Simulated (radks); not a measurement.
Values are calculated unless marked as measured or tabulated.
Fractional charge and spin in the 3s shell of magnesium: the spin-up occupation runs from 0 to 1 and the spin-down occupation from 0 to 1; the fullest corner is Mg, [Ne] 3s(up 1, down 1). Level of theory: scalar-relativistic Kohn-Sham, PBEsol, spin-polarised, spherical densities, finite nucleus; Fermi nuclear charge, rms radius of each element as measured or else 0.836 A^(1/3) + 0.57 fm (a radial shooting solver on a logarithmic mesh with Libxc functionals). Energy (eV) above the fullest corner. The planes named below are the two flat planes that join the four corners, with an edge along up + down = one added electron.

down \ up       0     0.5      1
0          22.737  14.327  7.538
0.5        14.327   7.921  3.054
1           7.538   3.054  0.000

Corners above the fullest one (they belong to Mg+ and the next ion): (up 1, down 0) 7.538 eV, (up 0, down 1) 7.538 eV, (up 0, down 0) 22.737 eV. With half an added electron in each spin the energy lies 0.383 eV from the planes (fractional-spin error, the static-correlation error of a stretched bond), and with half an added electron in spin up alone -0.810 eV (fractional-charge error). For a frontier s shell over closed shells the exact functional lies on the planes.
